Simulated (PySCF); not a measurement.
A species of formula C3H3BrO has this rotational fingerprint, computed with PBE0-D3(BJ)/def2-SVP geometry optimisation, gas phase in PySCF 2.14.0:

| Property | Result |
| --- | --- |
| Rotational constants | A = 4897, B = 2516, C = 1662 MHz |
| Dipole components | \|μa\| = 2.17 D, \|μb\| = 2.44 D, \|μc\| = 0.00 D |
| Inertial defect | 0.00 u·Å² |
| κ | -0.47 |

Question: Which structure is it? (One computed conformer of each.)
A. `[CH2:1]=[CH:2][C:3](=[O:4])[Br:5]` with C1–C2–C3–O4 -179°
B. `C(=O)=C(C)Br`
C. `[O:1]=[C:2]=[CH:3][CH2:4][Br:5]` with C2–C3–C4–Br5 -100°
D. `[O:1]=[CH:2]/[CH:3]=[CH:4]\[Br:5]` with O1–C2–C3–C4 180°
E. `[CH2:1]=[C:2]([Br:3])[CH:4]=[O:5]` with C1–C2–C4–O5 -1° (2-bromoacrolein)

Answer: A. It is C=CC(=O)Br, an asymmetric top, point group Cs. The candidates at the same level (rigid rotor, commonest isotopes):

```tsv
SMILES	A (MHz)	B (MHz)	C (MHz)	μa (D)	μb (D)	μc (D)	Δ (u·Å²)	point group	rotor
O=C/C=C\Br	11450	1352	1209	2.23	1.51	0.00	0.00	Cs	near-prolate asymmetric top
C=CC(=O)Br	4897	2516	1662	2.17	2.44	0.00	0.00	Cs	asymmetric top
CC(Br)=C=O	5248	2067	1497	0.01	1.71	0.00	-3.21	Cs	asymmetric top
C=C(Br)C=O	8288	1744	1441	1.14	0.95	0.00	0.00	Cs	near-prolate asymmetric top
O=C=CCBr	11858	1189	1128	0.85	1.64	0.01	-19.86	C1	near-prolate asymmetric top
```

`O=C/C=C\Br` has A 134 % too high; `O=C=CCBr` has A 142 % too high; `C=C(Br)C=O` has A 69 % too high; `CC(Br)=C=O` has B 18 % too low. In the right answer the mirror of this Cs structure is the ab plane, so μc vanishes by symmetry. No structure here is proved a minimum.
